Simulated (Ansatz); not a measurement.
Ge(OMe)2H2 (C2H8GeO2), relaxed as a singlet with RKS PBE-D4/def2-SVP in Ansatz, starting from the GFN2-xTB geometry. Force threshold 0.02 eV/Å.

Another isomer (singlet) lies 1.93 eV lower at PBE0-D4/def2-TZVP; other spin states weren't run for this one.

Start:

```xyz
13

C     0.772   -1.433    2.168
C    -0.553    1.916   -1.838
Ge   -0.195   -0.420   -0.286
O     0.513   -0.352    1.297
O    -0.142    1.276   -0.649
H    -0.138   -1.988    2.407
H     1.181   -1.008    3.086
H     1.501   -2.126    1.742
H     0.028    1.578   -2.699
H    -0.387    2.985   -1.695
H    -1.613    1.746   -2.044
H    -1.619   -0.942   -0.241
H     0.651   -1.231   -1.250
```

**Question.** Estimate the energy that the relaxation releases and the steps that it takes.

**Answer.** 0.41 eV, in 35 steps; 38 s on 4 threads of Arm Neoverse V1 on a shared host. The force fell under the threshold at step 5, but the optimiser went on and released 0.205 eV more. No frequencies were taken in this run, so the end may be a saddle point.

**Question.** Does the start keep its bonding and symmetry?

**Answer.** By distances, no bond broke or formed. The bond that changes most is Ge3–O4, from 1.74 to 1.80 Å (atoms count from 1). Point group Cs at the start, C2 at the end, both within 0.05 Å.

**Question.** Predict the relaxed structure.

**Answer.** 
```xyz
13

C     0.671   -0.834    1.846
C    -0.303    1.718   -1.228
Ge   -0.416   -1.004   -0.702
O     0.941   -1.065    0.475
O    -1.112    0.653   -0.760
H    -0.122   -1.509    2.251
H     0.352    0.216    2.048
H     1.601   -1.025    2.422
H     0.125    1.523   -2.241
H     0.546    1.943   -0.542
H    -0.935    2.629   -1.301
H    -1.603   -1.874   -0.220
H     0.255   -1.372   -2.048
```
Bond lengths: 2 × Ge–O 1.80 Å; 2 × C–O 1.42 Å; 6 × C–H 1.11 to 1.12 Å; 2 × Ge–H 1.55 Å.
